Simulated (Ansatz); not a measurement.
Hg₄O₅. The state is a singlet with charge 0. Geometry B3LYP-D4/def2-SVP.

Cartesian coordinates in Å:
```
Hg 1.700 1.466 -1.193
Hg 1.252 1.274 1.672
Hg -1.478 -0.026 1.681
Hg 0.568 -0.144 -3.899
O 0.835 -1.055 0.549
O -1.856 -1.154 -0.053
O 0.641 -0.975 -0.702
O -0.501 1.193 2.947
O -1.161 -0.578 -1.002
```

In the def2 sets Hg takes a core potential; there is no spin–orbit coupling. The structure holds 2 bonds between oxygen atoms, so isomers without such links may lie far lower. The restricted singlet is unstable towards broken spin symmetry in Hartree–Fock (as tested in another run); at PBE-D4/def2-TZVP, r2SCAN-D4/def2-TZVP, B97M-V/def2-TZVP, PBE0-D4/def2-TZVP and others this wasn't settled. Another isomer (singlet) lies 0.12 eV lower at PBE0-D4/def2-TZVP; other spin states weren't run for this one.

Task: Estimate the orbital energies around the gap (eV) in Ansatz with PBE-D4/def2-TZVP, r2SCAN-D4/def2-TZVP, B97M-V/def2-TZVP, PBE0-D4/def2-TZVP, ωB97X-V/def2-TZVP.

Result: 
```csv
orbital,PBE-D4/def2-TZVP,r2SCAN-D4/def2-TZVP,B97M-V/def2-TZVP,PBE0-D4/def2-TZVP,ωB97X-V/def2-TZVP
HOMO−9,-10.12,-10.51,-10.45,-11.75,-14.12
HOMO−8,-9.43,-9.71,-9.55,-10.65,-12.78
HOMO−7,-8.33,-8.56,-8.28,-9.43,-11.69
HOMO−6,-8.02,-8.25,-8.00,-9.16,-11.44
HOMO−5,-7.64,-7.84,-7.57,-8.61,-10.73
HOMO−4,-6.80,-6.99,-6.70,-7.76,-10.16
HOMO−3,-6.31,-6.53,-6.44,-7.49,-9.43
HOMO−2,-6.04,-6.27,-6.12,-7.01,-9.05
HOMO−1,-5.85,-6.03,-5.93,-6.88,-8.71
HOMO,-5.23,-5.40,-5.28,-6.18,-8.11
LUMO,-4.73,-4.78,-4.62,-4.23,-2.64
LUMO+1,-3.82,-3.76,-3.53,-2.61,-0.19
LUMO+2,-2.92,-2.78,-2.68,-1.98,-0.03
LUMO+3,-2.21,-2.02,-2.30,-1.63,0.02
LUMO+4,-1.68,-1.46,-1.65,-1.05,0.63
LUMO+5,-1.51,-1.21,-1.51,-0.87,0.70
```
